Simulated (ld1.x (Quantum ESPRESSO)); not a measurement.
**hydrogen (H): variants of one ultrasoft potential**

Base potential:

hydrogen (H), ultrasoft, made with ld1.x (Quantum ESPRESSO) 7.5 (LDA (PZ), scalar-relativistic). Core none, reference 1s1. Waves: 1s (bound): rcut 1.20, rcutus 1.30 bohr; 1s channel at 0.2 Ry: rcut 1.20, rcutus 1.30 bohr; 2p channel at 0.05 Ry: rcut 1.20, rcutus 1.35 bohr. Local part: all-electron potential smoothed inside 1.00 bohr (lloc = -1). Core correction: none. Augmentation charge: built from norm-conserving waves at rcut, not smoothed further.

All-electron outer shells of the reference configuration (LDA (PZ), scalar-relativistic, ld1.x):

```csv
shell,level (eV),outermost node (bohr),outermost maximum (bohr)
1s,-6.36,–,1.05
```

Cutoffs, loose and tight: the cutoffs (Ry, on a coarse ladder) from which the occupation-weighted sum of valence levels, in a spherical-Bessel basis at the reference potential, stays within 10 and 1 mRy of its value at 400 Ry. They do not see the model core or the augmentation charge, which bear on the density cutoff. Test errors are all-electron minus pseudo excitation energies from the reference, over the configurations 1s0.5 (two spin-polarised tests are not counted in the largest error). A dash means not determined; rows that change the core or the reference have their own tests.

| change | outcome | cutoff, loose | cutoff, tight | bound ghosts |
| --- | --- | --- | --- | --- |
| base | generated | 12 Ry | 21 Ry | none |
| all radii scaled by about 0.75 (s 0.98, p 1.02 bohr, rcut 0.92/0.92); local potential all-electron potential smoothed inside 0.76 bohr (lloc = -1) | generated | 18 Ry | 35 Ry | none |
| all radii scaled by about 0.88 (s 1.14, p 1.18 bohr, rcut 1.06/1.06); local potential all-electron potential smoothed inside 0.88 bohr (lloc = -1) | generated | 18 Ry | 30 Ry | none |
| all radii scaled by about 0.95 (s 1.24, p 1.28 bohr, rcut 1.14/1.14); local potential all-electron potential smoothed inside 0.94 bohr (lloc = -1) | generated | 15 Ry | 25 Ry | none |
| all radii scaled by about 1.04 (s 1.36, p 1.40 bohr, rcut 1.26/1.26); local potential all-electron potential smoothed inside 1.04 bohr (lloc = -1) | generated | 12 Ry | 21 Ry | none |
| all radii scaled by about 1.27 (s 1.64, p 1.72 bohr, rcut 1.52/1.52); local potential all-electron potential smoothed inside 1.26 bohr (lloc = -1) | generated | 10 Ry | 15 Ry | none |

(1) What comes out with this change to the base: all radii scaled by about 1.35 (s 1.76, p 1.82 bohr, rcut 1.62/1.62); local potential all-electron potential smoothed inside 1.34 bohr (lloc = -1)?

(2) What comes out with this change to the base: all radii scaled by about 1.20 (s 1.56, p 1.62 bohr, rcut 1.44/1.44); local potential all-electron potential smoothed inside 1.20 bohr (lloc = -1)?

## Answers

(1) outcome: generated; cutoff, loose: 8 Ry; cutoff, tight: 12 Ry; bound ghosts: none.

(2) outcome: generated; cutoff, loose: 10 Ry; cutoff, tight: 18 Ry; bound ghosts: none.

Reading the sweep of the scale of all radii (base = 1) (base included, trends over the rows without a ghost): The loose cutoff falls from 18 Ry at 0.75 to 8 Ry at 1.35. A larger radius leaves more room for a smooth pseudo-wave, so fewer plane waves are needed; a smaller one forces it to follow the all-electron wave where it bends sharply.
